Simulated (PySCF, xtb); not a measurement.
Sb(Br)(TeH)2 (BrH2SbTe2), SMILES [Br][Sb]([TeH])[TeH].

GFN2-xTB (xtb) at its own geometry gives an orbital gap of 3.40 eV and a dipole moment of 5.61 D.

The structure is a stationary point at PBE0-D3(BJ)/def2-SVP. The def2 effective core potentials stand for the cores of Sb, Te; spin–orbit coupling is left out.

Q: What does PySCF with HF/def2-TZVP give? (The exact figures need the calculation; the answer reports its results.)

A: gap 9.46 eV (levels -8.79 and 0.67 eV), dipole 2.25 D.
